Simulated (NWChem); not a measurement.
## Atomisation of C2H7N2

SMILES: C(N)[CH]N
```xyz
11

N      1.5275    -0.2578     0.2176
C      0.6349     0.7250    -0.2105
C     -0.7307     0.2461    -0.5844
N     -1.2636    -0.6164     0.4851
H      1.0287    -0.9967     0.7327
H      2.3537     0.0762     0.7207
H      1.0628     1.6111    -0.7068
H     -1.3664     1.1279    -0.8483
H     -0.7028    -0.3934    -1.5086
H     -1.5328    -0.0354     1.2909
H     -2.1155    -1.0969     0.1701
```
Charge 0, spin multiplicity 2.

Program: NWChem. Structure: optimised with UPBE/def2-SVP, a minimum by its harmonic frequencies. It is one conformer; others weren't searched.

Basis set: def2-TZVP. The atomisation energy is electronic alone: no zero-point, thermal, spin-orbit or counterpoise terms. No value is extrapolated to the basis-set limit. Free atoms are single determinants with multiplicities N 4, C 3, H 2. Correlated methods freeze the same cores in atoms and molecule, 4 orbitals in all.

```csv
method,atomisation energy (kcal/mol),relative cost
B3LYP,946.1,1
PBE0,949.5,under 3
r2SCAN,943.9,under 3
LDA (SVWN5),1097.0,under 3
HF,651.7,under 3
PBE,971.3,3
MP2,910.2,4
CAM-B3LYP,951.9,5
LC-wPBE (omega 0.3 per bohr),958.1,7
```

The values span 445.3 kcal/mol, from HF (lowest) to LDA (SVWN5) (highest). Costs are rough ratios of processor time within this set of runs, SCF included, with B3LYP as 1. Costs are the molecule's.

B3LYP has NWChem's definition, with VWN1-RPA local correlation. GW and range-separated runs recompute their integrals, the others keep them in memory, which bears on the times. The structure started from a generated list of species. No SCF solution was tested for a lower state. Open-shell Hartree-Fock references start from PBE0 orbitals; any time given for them includes that run.
